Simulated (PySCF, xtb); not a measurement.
C3HBrClF, SMILES FC(Cl)=C=CBr.

Harmonic wavenumbers (cm⁻¹) from GFN2-xTB (xtb) at its own minimum, in rising order: 71, 92, 203, 301, 379, 429, 479, 605, 642, 749, 988, 1145, 1365, 2027, 3062.

What does PySCF with r2SCAN-D4/def2-SVP give at its own minimum? (The exact figures need the calculation; the answer reports its results.)

73, 95, 224, 316, 421, 515, 532, 648, 693, 793, 1088, 1185, 1400, 2063, 3187. Paired by order, the mean absolute difference is 46 cm⁻¹ and the zero-point energies are 17.9 and 18.9 kcal/mol.
